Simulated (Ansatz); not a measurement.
Consider the formal exchange of groups at the Al–C bond: `CO[CH2][AlH][OH]` + `NCF` → `N[CH](F)[AlH][OH]` + dimethyl ether.

Gas-phase electronic energies from Ansatz, PBE0-D4/def2-TZVP geometries. CBS: MP2 limit from def2 TZ/QZ plus the TZ coupled-cluster correction, frozen cores. Functionals use def2-TZVPP. Each species was taken in one conformer, which may not be the lowest.

`CO[CH2][AlH][OH]`:

```xyz
12

C    -1.424    0.773    0.319
O    -1.141   -0.568    0.062
C    -0.113   -0.717   -0.910
Al    1.689   -0.314   -0.178
O     1.873   -0.197    1.506
H    -2.198    0.813    1.087
H    -1.787    1.291   -0.580
H    -0.537    1.318    0.687
H    -0.356   -0.141   -1.818
H    -0.137   -1.769   -1.222
H     3.000   -0.153   -1.049
H     1.132   -0.335    2.096
```

`NCF`:

Cartesian coordinates in Å:
```
N -0.259 -0.850 0.088
C 0.096 0.449 -0.302
F 0.527 1.261 0.761
H 0.515 -1.367 0.481
H -1.040 -0.867 0.729
H 0.924 0.417 -1.013
H -0.763 0.958 -0.744
```

`N[CH](F)[AlH][OH]`:

Cartesian coordinates in Å:
```
N 1.437 -0.343 -0.544
C 0.645 0.488 0.272
F 0.663 0.076 1.652
Al -1.256 0.524 -0.319
O -2.245 -0.799 0.063
H 1.111 -1.296 -0.604
H 2.423 -0.336 -0.313
H 1.100 1.484 0.285
H -1.896 1.691 -1.164
H -1.982 -1.487 0.672
```

`COC`:

Cartesian coordinates in Å:
```
C -0.286 0.934 -0.629
O -0.521 -0.437 -0.476
C 0.225 -0.985 0.573
H -0.559 1.494 0.277
H -0.898 1.285 -1.459
H 0.771 1.140 -0.854
H -0.026 -0.515 1.535
H -0.011 -2.048 0.628
H 1.305 -0.868 0.405
```

```json
{"species": "`CO[CH2][AlH][OH]`", "PBE0 energy (Eh)": "-473.05482"}
{"species": "`NCF`", "PBE0 energy (Eh)": "-194.98397"}
{"species": "`N[CH](F)[AlH][OH]`", "PBE0 energy (Eh)": "-513.13095"}
{"species": "`COC`", "PBE0 energy (Eh)": "-154.90516"}
```

**Question.** Work out ΔE.

**Answer.** ΔE = (-513.13095) + (-154.90516) − (-473.05482) − (-194.98397) = 0.00268 Eh = +1.7 kcal/mol. CCSD(T)/CBS gives +1.7 kcal/mol.

Largest T1 diagnostic among the species: 0.013.

In def2-TZVPP, CCSD(T) changes the Hartree–Fock value by +0.7 kcal/mol (the triples alone add +0.1 kcal/mol) and MP2 by +0.8 kcal/mol.
